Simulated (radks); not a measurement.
All-electron atom: Mg II in [Ne] 3s1 (the NIST ground configuration). Calculated with a radial shooting solver on a logarithmic mesh with Libxc functionals: scalar-relativistic Kohn-Sham, r2SCAN, spin-polarised, spherical densities, finite nucleus; open shells are filled with parallel spins first; meta-GGA in the generalised Kohn-Sham scheme; Fermi nuclear charge, rms radius 3.057 fm.

Unscreened Slater integrals over Kohn-Sham orbitals (hartree). They are taken over the spin-up orbitals.

integral,value
"F0(3s,3s)",0.32446
"F0(3s,2p)",0.42795
"G1(3s,2p)",0.025644
"F0(3s,2s)",0.42729
"G0(3s,2s)",0.019804
"F0(3s,1s)",0.45775
"G0(3s,1s)",0.0085429
"F0(2p,2p)",1.3484
"F2(2p,2p)",0.60985
"F0(2p,2s)",1.3228
"G1(2p,2s)",0.79561
"F0(2p,1s)",1.9285
"G1(2p,1s)",0.23674
"F0(2s,2s)",1.3107
"F0(2s,1s)",1.8617
"G0(2s,1s)",0.14344
"F0(1s,1s)",7.2125
